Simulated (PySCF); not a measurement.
Compound: C₃H₈FSi₃ (doublet state).
Structure used (GFN2-xTB), in Å, numbered top down from 1:
```
atom  x, y, z in Å
F1     3.5459   -1.7822   -1.7440
C2     3.4048   -1.1826   -0.5419
C3     2.2217   -0.6797   -0.1477
C4     1.1373   -0.2162    0.2149
Si5   -0.4827    0.4678    0.7164
Si6   -1.0667    2.1615   -0.7742
Si7   -2.0219   -1.2769    0.8537
H8     4.3152   -1.1627    0.0341
H9    -0.2085    1.0256    2.0577
H10   -0.0849    3.2436   -0.8369
H11   -2.3431    2.7599   -0.3696
H12   -1.2427    1.6364   -2.1285
H13   -2.2257   -1.9073   -0.4508
H14   -3.3208   -0.7579    1.2945
H15   -1.6322   -2.3214    1.8003
```

The hyperfine couplings belong to this conformer and change with its torsions.

As a line formula: `[SiH3][SiH]([SiH3])C#C[CH]F` [radical].

Computed, not measured: UKS B3LYP, pcH-1 on C F H Si, non-relativistic, mean-field spin-orbit, GIAO (PySCF). Isolated species at its GFN2-xTB geometry, gas phase. The geometry wasn't refined by DFT: couplings that depend on bond lengths, twists or pyramidal angles can differ widely from those at the functional's own minimum. The SCF solution wasn't tested for stability.

Task: The isotropic 13C couplings are +67.0, -61.5, +43.9 MHz. Assign them to C2; C3; C4.

Result: 
```
site  a_iso (MHz)  ρ(0) (bohr⁻³)                 position  distance from C2 (Å)  spin population  largest |T| (MHz)
  C2        +67.0        +0.0596  largest spin population                  0.00            +0.66              120.3
  C3        -61.5        -0.0547           1 bond from C4                  1.34            -0.25               22.6
  C4        +43.9        +0.0391         a main spin site                  2.58            +0.54               76.0
```

Task: Match the computed a_iso(29Si) values -33.2, +23.7 MHz (means over equivalent nuclei) with the sites Si5; Si6/Si7.

Result: 
| site | a_iso (MHz) | ρ(0) (bohr⁻³) | position | distance from C2 (Å) | spin population | largest \|T\| (MHz) |
| --- | --- | --- | --- | --- | --- | --- |
| Si5 | +23.7 | -0.0267 | 1 bond from C4 | 4.41 | -0.03 | 1.7 |
| Si6/Si7 | -33.2 | +0.0375 | 2 bonds from C4 | 5.60 | +0.03 | 6.3 |

ρ(0) is the spin density at the nucleus and T the dipolar tensor; a_iso includes a spin–orbit part; entries for several nuclei are means. The largest Mulliken spin populations are on C2 (+0.66), C4 (+0.54) and C3 (-0.25). The angles at C2 add up to 360.0°, so it is planar; its axial dipolar tensor and the negative coupling of its proton fit spin in a p orbital normal to that plane. Main spin sites, with 60 % or more of the largest population: C2, C4; positions count bonds from the nearest.

β density exceeds α density at some nuclei, such as C3 (-0.0547), Si5 (-0.0267) and H8 (-0.0119), spin density in bohr⁻³. In a single determinant that takes different orbitals for the two spins, that is spin polarisation.

Nuclei that the bonding pattern makes equivalent are averaged, as if the motion that swaps them (rotation, inversion, ring flip) were fast. The six 1H nuclei of mean +2.3 MHz run from -1.2 to 9.0 MHz in the frozen geometry.
